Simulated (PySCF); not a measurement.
Match the calculated data to a structure.

All candidates are C5H9ClSi.

| technique | computed result |
| --- | --- |
| Polarisability | 93.2 au [CAM-B3LYP/def2-SVPD] |
| UV, first state | lowest singlet excitation: 6.86 eV (181 nm, f = 0.097) [TDDFT CAM-B3LYP/def2-SVPD] |
| Triplet | lowest triplet excitation (Tamm–Dancoff): 4.45 eV [TDA CAM-B3LYP/def2-SVPD] |
| Dipole | 1.55 D [CAM-B3LYP/def2-SVPD] |
| Rotational structure | rotational constants A, B, C: 2.605, 1.438, 1.344 GHz [GFN2-xTB] |
| 13C NMR | chemical shifts (computed TMS as zero) by class: 142.8 (1 C), 140.9 (1 C), 54.5 (1 C), 37.8 (1 C), 17.7 (1 C) ppm [GIAO PBE0/pcSseg-1] |

Electronic properties: PySCF, gas phase, density fitting. Levels stand in brackets. One conformer (not necessarily the lowest) at the GFN2-xTB geometry, without solvent, vibrations or thermal averaging. NMR classes are plain means over equivalent atoms (diastereotopic ones count apart unless rotation or inversion swaps them), as if these changed places fast.

Problem. Which candidate is it?
A. `C[C@H]1C=C1[SiH2]CCl`
B. `C[C@@H]1C=C(Cl)C[SiH2]1`
C. `ClC[C@H]1C=CC[SiH2]1`

Solution. C. It is `ClC[C@H]1C=CC[SiH2]1`. Numbering: `[Cl:1][CH2:2][C@H:3]1[CH:4]=[CH:5][CH2:6][SiH2:7]1`. Its formula, C5H9ClSi, gives 2 degrees of unsaturation: 1 ring and 1 π bond in the structure found. 5 carbons fall into 5 classes; from least to most shielded: alkene CH carbon [C5] (142.8 ppm), alkene CH carbon [C4] (140.9 ppm), sp3 C–Cl carbon [C2] (54.5 ppm), ring sp3 carbon bound to silicon [C3] (37.8 ppm), ring sp3 carbon bound to silicon [C6] (17.7 ppm). The optimised geometry has point group C1 and is an asymmetric top.

The others, at the same levels:
- `C[C@@H]1C=C(Cl)C[SiH2]1` fails: its computed 13C shifts are 145.6 (1 C), 142.7 (1 C), 26.8 (1 C), 23.3 (1 C), 21.5 (1 C) ppm, lowest singlet excitation is 6.45 eV (192 nm, f = 0.044) (against 6.86 eV) and lowest triplet excitation (Tamm–Dancoff) is 4.24 eV (against 4.45 eV).
- `C[C@H]1C=C1[SiH2]CCl` fails: its computed 13C shifts are 152.6 (1 C), 129.1 (1 C), 32.0 (1 C), 26.2 (1 C), 16.8 (1 C) ppm, lowest singlet excitation is 5.44 eV (228 nm, f = 0.000) (against 6.86 eV) and lowest triplet excitation (Tamm–Dancoff) is 3.73 eV (against 4.45 eV).

Each candidate is one conformer, not necessarily the lowest. Dipoles, sizes and rotational constants follow the conformer. The torsions of the flexible species, by atom-mapped SMILES:
- `[CH3:1][C@H:2]1[CH:3]=[C:4]1[SiH2:5][CH2:6][Cl:7]`: C3–C4–Si5–C6 -27°, C4–Si5–C6–Cl7 60°

The conformers of `ClC[C@H]1C=CC[SiH2]1` and `C[C@@H]1C=C(Cl)C[SiH2]1` aren't listed.
